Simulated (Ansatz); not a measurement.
Relaxing a trial structure of CuH2PSb−

The starting geometry of this gas-phase singlet was optimised with GFN2-xTB.

```json
{"atom": "Cu", "x (Å)": "-0.4038", "y (Å)": "-1.4328", "z (Å)": "-1.9552"}
{"atom": "P", "x (Å)": "-2.3476", "y (Å)": "-0.5346", "z (Å)": "-2.7600"}
{"atom": "Sb", "x (Å)": "-2.8231", "y (Å)": "1.1823", "z (Å)": "-1.2235"}
{"atom": "H", "x (Å)": "-1.4623", "y (Å)": "1.0690", "z (Å)": "-0.0608"}
{"atom": "H", "x (Å)": "0.9072", "y (Å)": "-1.9896", "z (Å)": "-1.3566"}
```

Question: Where would you expect an optimisation with r2SCAN-D4/def2-SVPD to take it?

Answer: New bonds form, giving a structure with H4 bridging Cu1 and Sb3, given below by its coordinates. Distances that change by over a tenth: Sb3–H4 (1.79 → 1.99 Å). Contacts that close: Cu1–Sb3 (3.64 → 2.58 Å), Cu1–H4 (3.31 → 1.68 Å).

The energy falls by 0.18 eV over 16 steps:

```
step  E − E(last) (eV)
   1             0.178
   3             0.098
   4             0.089
   6             0.073
   8             0.045
   9             0.034
  11             0.006
  13             0.000
  14             0.000
  16             0.000
```

Final geometry (Å):

```yaml
atoms:
  - { symbol: Cu, position_ang: [-0.7223, -0.8090, -1.5347] }
  - { symbol: P, position_ang: [-2.4664, -0.6447, -3.0010] }
  - { symbol: Sb, position_ang: [-2.5893, 0.9533, -1.2659] }
  - { symbol: H, position_ang: [-0.9221, 0.3722, -0.3562] }
  - { symbol: H, position_ang: [0.5705, -1.5775, -1.1985] }
```

The end wasn't checked by frequencies. Atoms past krypton carry core potentials, without spin–orbit terms. Run with Ansatz 0.2.0, 56 s on 2 threads of Arm Neoverse V1 (shared host).
